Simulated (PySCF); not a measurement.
## Worked example: entropy of an ideal gas

C₂H₂F, SMILES [CH]=CF, multiplicity 2.

Geometry: B3LYP-D3(BJ)/def2-TZVP. The isomer is the one that the SMILES or the coordinates give; other isomers of the formula were not compared.

B3LYP-D3(BJ)/def2-TZVP run with PySCF 2.14.0 gives the harmonic wavenumbers 430, 658, 781, 881, 1027, 1304, 1668, 3187, 3313 cm⁻¹ and the rotational temperatures 3.3670, 0.5489, 0.4720 K. The molar mass is 45.04 g/mol, the symmetry number 1, the spin multiplicity 2.

Task: Work out the entropy at 298.15 K and 1 atm in the rigid-rotor, harmonic-oscillator model.

Result: 
Translation (Sackur–Tetrode at 1 atm): S = R[1.5 ln M + 2.5 ln T − 1.16487] = 156.2 J/(mol K).
Rotation: q = (√π/σ) T^1.5/√(θA θB θC) = 9770, S = R[ln q + 3/2] = 88.9 J/(mol K).
Vibration: with u = 1.4388 ν/T, each mode gives R[u/(e^u − 1) − ln(1 − e^−u)]:
| ν (cm⁻¹) | modes | u | S (J/(mol K)) |
|---|---|---|---|
| 430 | 1 | 2.08 | 3.59 |
| 658 | 1 | 3.18 | 1.51 |
| 781 | 1 | 3.77 | 0.93 |
| 881 | 1 | 4.25 | 0.63 |
| 1027 | 1 | 4.96 | 0.35 |
| 1304 | 1 | 6.29 | 0.11 |
| 1668 | 1 | 8.05 | 0.02 |
The stiffer modes add less than 0.005 each. Sum 7.2 J/(mol K).
Spin: R ln 2 = 5.8 J/(mol K).
Total 258.0 J/(mol K); the program's own thermochemistry gives 258.0. Translation makes up 61 % and vibration 3 %. Anharmonicity, hindered rotation and orbital degeneracy are left out.
